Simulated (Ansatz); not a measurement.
One change: `F[SiH](F)[Si](F)(F)F` becomes `C=C[Si](F)(F)F`.

Ansatz, PBE0-D4/def2-TZVP geometries, multiplicity 1. Each molecule was computed in one conformer, which needn't be the lowest.

```csv
property,`F[SiH](F)[Si](F)(F)F`
zero-point energy (PBE0-D4/def2-TZVP) / kJ/mol,65.9
LUMO energy (ωB97M-V/def2-TZVPP) / eV,0.82
size of the dipole moment (ωB97M-V/def2-TZVPP) / D,1.39
HOMO energy (B3LYP/def2-TZVPP) / eV,-9.33
HOMO–LUMO gap (PBE/def2-TZVPP) / eV,6.20
HOMO–LUMO gap (B3LYP/def2-TZVPP) / eV,8.11
```

What does the change do to each property? (An estimate is asked.)

The calculation gave: 
| property | `C=C[Si](F)(F)F` | shift |
| --- | --- | --- |
| zero-point energy (PBE0-D4/def2-TZVP) / kJ/mol | 137.5 | 71.6 |
| LUMO energy (ωB97M-V/def2-TZVPP) / eV | 0.98 | 0.16 |
| size of the dipole moment (ωB97M-V/def2-TZVPP) / D | 2.56 | 1.17 |
| HOMO energy (B3LYP/def2-TZVPP) / eV | -8.63 | 0.70 |
| HOMO–LUMO gap (PBE/def2-TZVPP) / eV | 5.52 | -0.68 |
| HOMO–LUMO gap (B3LYP/def2-TZVPP) / eV | 7.22 | -0.89 |

With PBE0 the HOMO rises by 0.63 eV and the LUMO falls by 0.16 eV, so the gap narrows by about 0.79 eV. PBE moves the HOMO by 0.36 eV and ωB97M-V by 0.47 eV. The zero-point energy changes by 71.6 kJ/mol with +3 modes. Dipoles are sizes alone; their direction can turn.

B3LYP here is the variant with VWN-RPA as its local correlation; programs differ in this.
